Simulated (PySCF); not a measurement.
## Worked example: oscillator strength and radiative lifetime

C6H7F, SMILES C=C1C=C(F)CC1.

Geometry optimised at PBE0-D3(BJ)/def2-SVP. The structure was generated by enumeration, and PubChem lists no compound with its InChIKey, so it may never have been made. The values are those of a single conformer.

TDDFT-PBE/def2-SVPD run with PySCF puts the first singlet state with f over 0.02 at 5.20 eV (vertical), with the transition dipole (1.203, 0.793, -0.906) in atomic units.

**Question.** Find the oscillator strength, the wavelength and the radiative lifetime that this transition would have in vacuum if emission retraced absorption.

**Answer.** 
|μ|² = 2.8969 au, so |μ| = 4.33 D. ΔE = 5.20/27.211 = 0.1911 hartree. f = (2/3) ΔE |μ|² = 0.369 (the program prints 0.369).
λ = 1239.84/5.20 = 238 nm; ν = 41941 cm⁻¹.
Einstein's coefficient A = 0.6670 ν² f s⁻¹ (ν in cm⁻¹) = 4.3e8 s⁻¹, so τ = 1/A = 2.3 ns. This state is S1. The figure is the radiative limit of this one transition; relaxation, internal conversion, crossing to triplets and a medium change what is measured.
